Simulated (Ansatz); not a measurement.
## Reading a saddle point

A first-order saddle point of SiNH$_{7}$SO, closed shell, PBE0-D4/def2-TZVP, with one imaginary mode of 472i cm⁻¹:

```tsv
atom	x (Å)	y (Å)	z (Å)
Si1	-0.7508	0.2741	0.0157
S2	0.3772	-2.4262	-0.0389
H3	-1.4769	-0.3707	-1.0906
H4	-0.9984	-0.1592	1.4007
O5	-1.0194	1.9129	-0.0705
H6	1.1546	-0.8469	-0.3109
N7	1.0401	0.3248	-0.3456
H8	0.7403	-2.4736	1.2530
H9	-1.9144	2.2279	0.0618
H10	1.5851	0.7956	0.3703
H11	1.2624	0.7410	-1.2452
```

Program: Ansatz 0.2.0. Basis: def2-TZVPP and def2-QZVPP. Cores are frozen in the correlated methods. Extrapolation: Hartree–Fock as exp(−7.88 √X), correlation as X^−2.97.

Problem. Which contacts change along the imaginary mode, and what lies on either side? (A judgement: the text doesn't fix the answer.)

Solution. The calculation gives: The step is SiH₄SO ([OH][SiH2][SH]) + NH₃ → SiNH₅O ([NH2][SiH2][OH]) + H₂S, with the molecules in contact on both sides. Shortening one way: Si1–N7, S2–H6; lengthening the same way: Si1–S2, H6–N7.
```csv
pair,one side (Å),saddle (Å),other side (Å)
Si1–N7,2.26,1.83,1.71
S2–H6,3.01,1.78,1.35
Si1–S2,2.16,2.93,4.22
H6–N7,1.01,1.18,2.25
```

Problem. Which side is lower, and how far does the saddle lie above each? (Judge from chemistry; the value comes from the calculation.)

Solution. The calculation gives: The side with Si1–S2, H6–N7 short is lower by 0.111 eV; the saddle lies 1.017 eV above it and 0.906 eV above the other (CCSD(T) at an estimated basis limit (MP2 extrapolated from triple and quadruple zeta, plus CCSD(T) − MP2 in triple zeta); electronic energies).

No T1 diagnostic of these runs exceeds 0.011.

Labels in which every atom is bracketed show which atoms are joined, not bond orders.

For scale, one of the runs: CCSD(T)/def2-TZVPP, 244 basis functions, launched by `ansatz run in.yaml --threads 4 --pin off --events-out ev --progress --plain --max-ram 9574MiB`. The run took 97 s on 4 CPU threads of an Arm Neoverse V1 (shared host), with 4.7 GiB of host memory at its peak.
